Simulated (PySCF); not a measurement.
Computed structure and properties of Er2S3

System: Er2S3 (singlet in the valence; each metal's 4f electrons, 11 of them, lie in its core potential, out of spins and levels); start: displaced along the imaginary mode (C2v). Method: PySCF 2.14.0, RKS r2SCAN, Er lcecp-1-SVP with ECP57, S def2-SVP; non-relativistic Hamiltonian with scalar-relativistic core potentials where named; density fitting; no spin-orbit coupling.

Input of the relaxation:

```python
mol = gto.M(atom='''
Er     0.01478    -0.05248     2.61172
Er     0.01478    -0.05248    -2.61172
S     -0.06778     0.24064     0.00000
S     -0.04283     0.15204     4.95704
S     -0.04283     0.15204    -4.95704''',
    basis={'Er': 'lcecp-1-SVP', 'S': 'def2-SVP'},
    ecp={'Er': 'lcecp-1-SVP'},
    charge=0, spin=0)
mf = dft.RKS(mol, xc='R2SCAN')
mf.grids.atom_grid = (50, 194)  # f atoms: unpruned, at least (60, 302)
mf = mf.density_fit()  # fitting sets: Er AutoAux, S def2-universal-JKFIT
mf.conv_tol = 1e-08; mf.max_cycle = 55
mf.kernel(dm0)  # dm0: converged density of the start geometry
# quasi-Newton relaxation in Cartesian coordinates to a largest gradient under 0.00045 Eh/bohr, steps kept in the point group
```

Run from Python with OMP_NUM_THREADS=2; the lines above give its settings. Where DIIS fails, smearing, a level shift and second-order steps follow.
It took 5.3 min on 2 threads of Intel(R) Xeon(R) Platinum 8488C (Sapphire Rapids), with other jobs on the host, from the converged density of the start.

Course of the relaxation:

| step | energy above end (eV) | largest force component within the symmetry (eV/Å) |
| --- | --- | --- |
| 0 | 0.7370 | 0.272 |
| 1 | 0.7144 | 0.188 |
| 2 | 0.5815 | 0.338 |
| 3 | 0.4648 | 1.096 |
| 4 | 0.3756 | 1.008 |
| 5 | 0.3248 | 0.576 |
| 6 | 0.2784 | 0.426 |
| 7 | 0.2417 | 0.480 |
| 27 | 0.0115 | 0.126 |
| 28 | 0.0023 | 0.096 |
| 29 | 0.0002 | 0.024 |
| 30 | 0.0004 | 0.067 |
| 31 | 0.0000 | 0.020 |
| 32 | 0.0000 | 0.010 |
(The steps between are left out.)

Relaxed geometry (C2v):

```xyz
5

Er    0.1633   -0.5796    2.2769
Er    0.1633   -0.5796   -2.2769
S     0.4720   -1.6757    0.0000
S    -0.4612    1.6373    2.4853
S    -0.4612    1.6373   -2.4853
```

```csv
contact,Å
Er1–S3 (S),2.546
Er1–S4 (S),2.313
Er2–S5 (S),2.313
```

On the finer grid (75, 302):

* HOMO: -4.77 eV
* LUMO: -2.90 eV
* Dipole about the centre of mass: 11.53 D
* Set of Mulliken populations of Er1 outside the core potential: s 2.37, p 6.33, d 1.60, f 0.02
* D3(BJ) dispersion energy (not in the energies): -0.058 eV

| atom | Mulliken (e) | Löwdin (e) | spin (e) |
| --- | --- | --- | --- |
| Er1 | 0.67 | 0.05 | 0.00 |
| Er2 | 0.67 | 0.05 | 0.00 |
| S3 | -0.65 | -0.04 | 0.00 |
| S4 | -0.35 | -0.04 | 0.00 |
| S5 | -0.35 | -0.04 | 0.00 |

The 4f levels lie in the core potential and are missing. Their spin isn't counted.

No frequency check is given for this geometry.

Rigid scan of S along the line from its metal:

distance to S3 (Å), energy (eV) and a bar:
```
     2.25      0.728 #######################
     2.35      0.294 #########
     2.45      0.068 ##
     2.55      0.000 
     2.65      0.059 ##
     2.75      0.216 #######
     2.85      0.456 ###############
     3.00      0.939 ##############################
```

One start shape was tried, so this needn't be the lowest isomer.

An lcecp potential fixes the number of 4f electrons, so in runs with it no electron can move into or out of that shell.
